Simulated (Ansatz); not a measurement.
Calculated with Ansatz (gas phase, PBE0-D4/def2-TZVP geometries, no zero-point term in ΔE). CCSD(T)/CBS adds triple-zeta CCSD(T) − MP2 to the extrapolated MP2 energy (def2 sets, frozen cores). This one scheme is used for every species, atoms too. No spin–orbit coupling; open shells (•) take unrestricted orbitals. Spin–orbit coupling would lower the free atoms: a little for C, O, Si. One conformer a species, not always the lowest.

`CC(C)O[SiH3]` → 3 C• + 10 H• + O• + Si•  (atomization)

`CC(C)O[SiH3]`:

Cartesian coordinates in Å:
```
C -1.372 0.068 1.283
C -0.217 0.297 0.334
C 1.120 0.325 1.047
O -0.235 -0.750 -0.631
Si 0.304 -0.584 -2.170
H -2.318 0.053 0.739
H -1.415 0.858 2.036
H -1.253 -0.892 1.791
H -0.368 1.258 -0.181
H 1.939 0.488 0.343
H 1.290 -0.625 1.559
H 1.144 1.128 1.788
H -0.322 0.606 -2.814
H 1.783 -0.408 -2.238
H -0.078 -1.823 -2.887
```

| species | CCSD(T)/CBS(def2) energy (Eh) |
| --- | --- |
| `CC(C)O[SiH3]` | -484.46277 |
| C• | -37.79194 |
| H• | -0.50000 |
| O• | -75.00631 |
| Si• | -288.94402 |

Problem. Work out ΔE.

Solution. ΔE = 10 × (-0.50000) + 3 × (-37.79194) + (-75.00631) + (-288.94402) − (-484.46277) = 2.13662 Eh = +5609.7 kJ/mol.

Largest T1 diagnostic among the species: 0.012.

In def2-TZVPP, CCSD(T) changes the Hartree–Fock value by +1263.6 kJ/mol (the triples alone add +61.3 kJ/mol) and MP2 by +1305.6 kJ/mol; breaking electron pairs costs correlation energy, which Hartree–Fock lacks. From r2SCAN to r2SCAN0 (25 % exact exchange), in def2-TZVPP and without D4, ΔE moves by −55.8 kJ/mol: exact exchange takes away binding that semilocal exchange gives to molecules. The D4 term adds +45.5 kJ/mol with B3LYP and +24.2 kJ/mol with PBE0; it sums over pairs of atoms, weighted by their polarisabilities, and B3LYP, whose exchange is more repulsive, gets the larger term.

B3LYP here is the variant with VWN-RPA as its local correlation; programs differ in this.

For atomizations the MP2-based limit and the directly extrapolated one differ by several kJ/mol either way, and by 10 to 25 for some Ge, Se and Sn compounds, so smaller differences from it don't rank the levels.
